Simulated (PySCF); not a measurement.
C₄H₈NO (SMILES [CH2]C(=O)N(C)C), doublet, at a GFN2-xTB geometry; DF-PBE0/6-311++G** run with PySCF.

PySCF was given this input:
```python
from pyscf import gto, scf, dft
import numpy

mol = gto.Mole()
mol.atom = '''
    C     1.65976568   -0.94200713   -0.15316346
    C     0.79434405    0.14846511    0.13409617
    O     1.20802231    1.20512703    0.61524242
    N    -0.55375410   -0.02185898   -0.12037189
    C    -1.46771921    1.00555948    0.30337301
    C    -1.12854011   -1.21496915   -0.68598781
    H     1.31825804   -1.92677478   -0.40461224
    H     2.71033890   -0.79143733    0.01272719
    H    -2.06699405    1.35635046   -0.54033177
    H    -2.13777724    0.63240220    1.08330828
    H    -0.87815217    1.83123658    0.69893060
    H    -0.57182946   -1.53955070   -1.56552403
    H    -1.15861846   -2.03536458    0.03950843
    H    -2.15022780   -0.99715512   -0.99325006
'''
mol.basis = '6-311++g**'
mol.spin = 1
mol.verbose = 4
mol.cart = True
mol.build()
print('smallest overlap eigenvalue', numpy.linalg.eigvalsh(mol.intor('int1e_ovlp'))[0])

mf = dft.UKS(mol)
mf.xc = 'pbe0'
mf = mf.density_fit(auxbasis='def2-universal-jkfit')
mf.kernel()
```

The log (banner, timings and long lists left out):

```
PySCF version 2.14.0

[INPUT] verbose = 4
[INPUT] num. atoms = 14
[INPUT] num. electrons = 47
[INPUT] charge = 0
[INPUT] spin (= nelec alpha-beta = 2S) = 1
[INPUT] symmetry False subgroup None
[INPUT] Mole.unit = angstrom
[INPUT] Cartesian GTO integrals (6d 10f)
[INPUT] Symbol           X                Y                Z      unit          X                Y                Z       unit  Magmom
[INPUT]  1 C      1.659765680000  -0.942007130000  -0.153163460000 AA    3.136502566152  -1.780135483088  -0.289436991691 Bohr   0.0
[INPUT]  2 C      0.794344050000   0.148465110000   0.134096170000 AA    1.501092703178   0.280558396953   0.253405035653 Bohr   0.0
[INPUT]  3 O      1.208022310000   1.205127030000   0.615242420000 AA    2.282831318264   2.277360032011   1.162639674015 Bohr   0.0
[INPUT]  4 N     -0.553754100000  -0.021858980000  -0.120371890000 AA   -1.046443589355  -0.041307485562  -0.227469905196 Bohr   0.0
[INPUT]  5 C     -1.467719210000   1.005559480000   0.303373010000 AA   -2.773587334663   1.900232019160   0.573291902485 Bohr   0.0
[INPUT]  6 C     -1.128540110000  -1.214969150000  -0.685987810000 AA   -2.132631728487  -2.295958943296  -1.296329085690 Bohr   0.0
[INPUT]  7 H      1.318258040000  -1.926774780000  -0.404612240000 AA    2.491146657106  -3.641076637919  -0.764606320247 Bohr   0.0
[INPUT]  8 H      2.710338900000  -0.791437330000   0.012727190000 AA    5.121798225755  -1.495599798457   0.024050903435 Bohr   0.0
[INPUT]  9 H     -2.066994050000   1.356350460000  -0.540331770000 AA   -3.906052655606   2.563130898328  -1.021079061701 Bohr   0.0
[INPUT] 10 H     -2.137777240000   0.632402200000   1.083308280000 AA   -4.039813498929   1.195066958572   2.047155957674 Bohr   0.0
[INPUT] 11 H     -0.878152170000   1.831236580000   0.698930600000 AA   -1.659467096992   3.460535605485   1.320787414078 Bohr   0.0
[INPUT] 12 H     -0.571829460000  -1.539550700000  -1.565524030000 AA   -1.080601069358  -2.909329177882  -2.958411658125 Bohr   0.0
[INPUT] 13 H     -1.158618460000  -2.035364580000   0.039508430000 AA   -2.189471572265  -3.846281619840   0.074660112312 Bohr   0.0
[INPUT] 14 H     -2.150227800000  -0.997155120000  -0.993250060000 AA   -4.063341647426  -1.884350080508  -1.876970586608 Bohr   0.0

nuclear repulsion = 242.63798559384
number of shells = 100
number of NR pGTOs = 288
number of NR cGTOs = 194
basis = 6-311++g**
ecp = {}
smallest overlap eigenvalue 2.2518708220640167e-05

******** <class 'pyscf.df.df_jk.DFUKS'> ********
method = DFUKS
initial guess = minao
damping factor = 0
level_shift factor = 0
DIIS = <class 'pyscf.scf.diis.CDIIS'>
diis_start_cycle = 1
diis_space = 8
diis_damp = 0
SCF conv_tol = 1e-09
SCF conv_tol_grad = None
SCF max_cycles = 50
direct_scf = False
number electrons alpha = 24  beta = 23
XC library pyscf.dft.libxc version 7.1.2
    S. Lehtola, C. Steigemann, M. J. T. Oliveira, and M. A. L. Marques,  SoftwareX 7, 1–5 (2018)
XC functionals = pbe0
    C. Adamo and V. Barone,  J. Chem. Phys. 110, 6158 (1999)
    M. Ernzerhof and G. E. Scuseria,  J. Chem. Phys. 110, 5029 (1999)
radial grids:
    Treutler-Ahlrichs [JCP 102, 346 (1995); DOI:10.1063/1.469408] (M4) radial grids

becke partition: Becke, JCP 88, 2547 (1988); DOI:10.1063/1.454033
pruning grids: <function nwchem_prune>
grids dens level: 3
symmetrized grids: False
atomic radii adjust function: <function treutler_atomic_radii_adjust>
small_rho_cutoff = 0
Set gradient conv threshold to 3.16228e-05
tot grids = 162920
******** <class 'pyscf.df.df.DF'> ********
auxbasis = def2-universal-jkfit
init E= -287.60681160129

cycle= 1 E= -286.731365740803  delta_E= 0.875  |g|= 0.641  |ddm|= 2.44
cycle= 2 E= -285.394277489379  delta_E= 1.34  |g|= 1.77  |ddm|= 5.11
cycle= 3 E= -286.879053098492  delta_E= -1.48  |g|= 0.226  |ddm|= 4.74
cycle= 4 E= -286.903989305605  delta_E= -0.0249  |g|=  0.1  |ddm|= 0.37
cycle= 5 E= -286.908883227912  delta_E= -0.00489  |g|= 0.0526  |ddm|= 0.13
cycle= 6 E= -286.910113035745  delta_E= -0.00123  |g|= 0.0161  |ddm|= 0.0486
cycle= 7 E= -286.910421310563  delta_E= -0.000308  |g|= 0.00997  |ddm|= 0.0425
cycle= 8 E= -286.910540608726  delta_E= -0.000119  |g|= 0.00457  |ddm|= 0.0288
cycle= 9 E= -286.910569102169  delta_E= -2.85e-05  |g|= 0.00203  |ddm|= 0.0122
cycle= 10 E= -286.91057755319  delta_E= -8.45e-06  |g|= 0.000979  |ddm|= 0.00755
cycle= 11 E= -286.910578949859  delta_E= -1.4e-06  |g|= 0.000261  |ddm|= 0.00389
cycle= 12 E= -286.910579012464  delta_E= -6.26e-08  |g|= 0.000171  |ddm|= 0.000965
cycle= 13 E= -286.910579027691  delta_E= -1.52e-08  |g|= 8.26e-05  |ddm|= 0.000508
cycle= 14 E= -286.910579034754  delta_E= -7.06e-09  |g|= 2.19e-05  |ddm|= 0.000309
cycle= 15 E= -286.910579035391  delta_E= -6.37e-10  |g|= 1.21e-05  |ddm|= 7.14e-05
Extra cycle  E= -286.910579035465  delta_E= -7.4e-11  |g|= 1.39e-05  |ddm|= 3.43e-05
converged SCF energy = -286.910579035465  <S^2> = 0.75794047  2S+1 = 2.0079248
```
